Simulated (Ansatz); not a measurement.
Geometry optimisation, DFT PBE, scalar-relativistic, plane waves, PAW in Ansatz 0.2.0.

input.yaml

```yaml
crystal:
  lattice:
    - [5.727565, 0.0, 0.0]
    - [4.295674, 7.440325, 0.0]
    - [0.0, 0.0, 20.014806]
  atoms:
    - { symbol: Al, position: [0.0, 0.0, 0.04996301] }
    - { symbol: Al, position: [0.49999999, 0.0, 0.04996301] }
    - { symbol: Al, position: [-2.0e-08, 0.33333334, 0.04996301] }
    - { symbol: Al, position: [0.49999997, 0.33333334, 0.04996301] }
    - { symbol: Al, position: [-4.0e-08, 0.66666668, 0.04996301] }
    - { symbol: Al, position: [0.49999995, 0.66666668, 0.04996301] }
    - { symbol: Al, position: [0.16666666, 0.11111111, 0.16678995] }
    - { symbol: Al, position: [0.66666665, 0.11111111, 0.16678995] }
    - { symbol: Al, position: [0.16666664, 0.44444445, 0.16678995] }
    - { symbol: Al, position: [0.66666663, 0.44444445, 0.16678995] }
    - { symbol: Al, position: [0.16666662, 0.77777779, 0.16678995] }
    - { symbol: Al, position: [0.66666661, 0.77777779, 0.16678995] }
    - { symbol: Al, position: [-0.16666668, 0.22222223, 0.2836169] }
    - { symbol: Al, position: [0.33333332, 0.22222223, 0.2836169] }
    - { symbol: Al, position: [-0.1666667, 0.55555556, 0.2836169] }
    - { symbol: Al, position: [0.33333329, 0.55555556, 0.2836169] }
    - { symbol: Al, position: [-0.16666672, 0.8888889, 0.2836169] }
    - { symbol: Al, position: [0.33333327, 0.8888889, 0.2836169] }
    - { symbol: Al, position: [0.0, 0.0, 0.40044384] }
    - { symbol: Al, position: [0.49999999, 0.0, 0.40044384] }
    - { symbol: Al, position: [-2.0e-08, 0.33333334, 0.40044384] }
    - { symbol: Al, position: [0.49999997, 0.33333334, 0.40044384] }
    - { symbol: Al, position: [-4.0e-08, 0.66666668, 0.40044384] }
    - { symbol: Al, position: [0.49999995, 0.66666668, 0.40044384] }
    - { symbol: O, position: [0.83333329, 0.55555556, 0.44940759] }
    - { symbol: O, position: [0.83333327, 0.8888889, 0.44940759] }
    - { symbol: H, position: [0.88571155, 0.8888889, 0.49587319] }
basis:
  ecutwfc: 420.0
kpoints:
  mp_grid: { grid: [4, 3, 1] }
hamiltonian:
  xc: pbe
scf:
  occupations: { method: gaussian, width: 0.15 }
  lower_state_search: "off"
relax:
  f_tol: 0.03
  max_steps: 60
  adjacent_minimum: "off"
  constraints: [{ sites: [0, 1, 2, 3, 4, 5] }]
```

Command:

```bash
$ ansatz run input.yaml --threads 2 --pin off --max-ram 5120MiB --backend cpu --events-out ev --progress --plain --runs-dir out
```

Question: Where does it end, and by what steps?

Answer: It converged. Limits of this set-up: coarse k mesh, thin slab, slab without dipole correction, odd electron count without spin. After 17 steps the energy has fallen by 0.961 eV; H27 moved furthest, 1.93 Å. Parted: Al19–O26 (1.92 → 3.09 Å).

```tsv
step	energy less start (eV)	largest force component (eV/Å)	accepted
0	0.0000	1.653	yes
1	-0.3341	1.599	yes
2	-0.5578	1.062	yes
3	-0.5900	1.645	yes
4	-0.6306	0.122	yes
5	-0.6440	0.144	yes
6	-0.6788	0.290	yes
7	-0.7285	0.430	yes
8	-0.7891	0.582	yes
9	-0.8653	0.450	yes
10	-0.9052	0.357	yes
11	-0.9341	0.391	yes
12	-0.9431	0.615	yes
13	-0.9542	0.345	yes
14	-0.9595	0.032	yes
15	-0.9595	0.035	yes
16	-0.9608	0.032	yes
17	-0.9612	0.019	yes
```

```xyz
27
Lattice="5.7276 0.0000 0.0000 4.2957 7.4403 0.0000 0.0000 0.0000 20.0148" Properties=species:S:1:pos:R:3
Al 0.000 0.000 1.000
Al 2.864 0.000 1.000
Al 1.432 2.480 1.000
Al 4.296 2.480 1.000
Al 2.864 4.960 1.000
Al 5.728 4.960 1.000
Al 1.417 0.835 3.346
Al 4.282 0.816 3.350
Al 2.840 3.315 3.294
Al 5.708 3.332 3.322
Al 4.270 5.833 3.382
Al 7.157 5.836 3.340
Al -0.006 1.659 5.589
Al 2.853 1.669 5.581
Al 1.434 4.157 5.528
Al 4.256 4.164 5.617
Al 2.803 6.611 5.896
Al 5.746 6.640 5.760
Al 0.091 0.186 7.973
Al 2.834 0.279 8.154
Al 1.374 2.602 7.911
Al 4.273 2.491 7.838
Al 2.749 5.325 8.466
Al 5.412 4.973 8.014
O 7.001 4.250 8.747
O 7.696 6.670 9.638
H 7.014 6.338 10.252
```

Time of the run: 3.6 min on 2 threads of Arm Neoverse V2, with other jobs on the host, peak memory 1.2 GiB.
